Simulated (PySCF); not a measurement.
Ni+: ionisation energy

Ni+ [Ar] 3d9 (2D) → Ni(2+) [Ar] 3d8 (3F), as a difference of total energies. All numbers are calculated (PySCF 2.14, the spin-free X2C one-electron Hamiltonian (Gaussian nucleus), in cc-pVTZ-DK (7s6p4d2f1g, 68 functions)). Correlated levels: valence: [Ar] frozen. The calculations carry no spin-orbit coupling.

```tsv
method	ionisation energy (eV)	difference from reference (eV)
UHF	14.995	-3.174
M06-L	17.812	-0.357
LDA	19.599	+1.430
MP2 (valence)	18.201	+0.032
SCS-MP2 (valence)	17.902	-0.267
```

Reference: 18.169 eV (measured; NIST Atomic Spectra Database, ionization energies).

The reference lies between the lowest fine-structure levels, while these numbers refer to the centres of the terms.

Errors of the correlated levels include the incompleteness of this basis and the frozen core.
